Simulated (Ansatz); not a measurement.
Gas-phase electronic energies from Ansatz, PBE0-D4/def2-TZVP geometries. CCSD(T)/CBS is the MP2 limit (def2-TZVPP, def2-QZVPP) plus CCSD(T) − MP2 in def2-TZVPP, frozen cores. DFT in def2-TZVPP. Elements past krypton have def2 core potentials. For Ge, Sb outer-core shells are correlated without core-valence functions, which leaves a few kJ/mol of doubt a bond. Scalar relativity is left out up to krypton. Each species was taken in one conformer, which may not be the lowest.

Reaction (formal exchange of groups at a C–Ge bond): `O[CH2][GeH3]` + `[CH3][SbH2]` → `[CH3][SbH][CH2]O` + GeH₄

| level | ΔE (kcal/mol) |
| --- | --- |
| PBE-D4 | -0.2 |
| r2SCAN-D4 | 0.2 |
| B2PLYP | 1.1 |
| PBE | 0.5 |
| SCS-MP2/def2-TZVPP | 0.9 |
| CCSD(T)/def2-TZVPP | 1.2 |
| HF/def2-QZVPP | 3.5 |
| HF/CBS(def2) | 3.5 |

**Question.** What does CCSD(T)/CBS give? (Estimate.)

**Answer.** The calculation gave: +0.2 kcal/mol. The listed levels differ from it by -0.4, 0.0, 0.9, 0.3, 0.7, 1.0, 3.3, 3.3 kcal/mol.

Largest T1 diagnostic among the species: 0.013.

In def2-TZVPP, CCSD(T) changes the Hartree–Fock value by −2.6 kcal/mol (the triples alone add −0.7 kcal/mol) and MP2 by −3.2 kcal/mol. The D4 term adds −1.1 kcal/mol with B3LYP and −0.6 kcal/mol with PBE0; it sums over pairs of atoms, weighted by their polarisabilities, and B3LYP, whose exchange is more repulsive, gets the larger term. From PBE to PBE0 (25 % exact exchange), in def2-TZVPP and without D4, ΔE moves by +1.0 kcal/mol.

B3LYP here is the variant with VWN-RPA as its local correlation; programs differ in this.
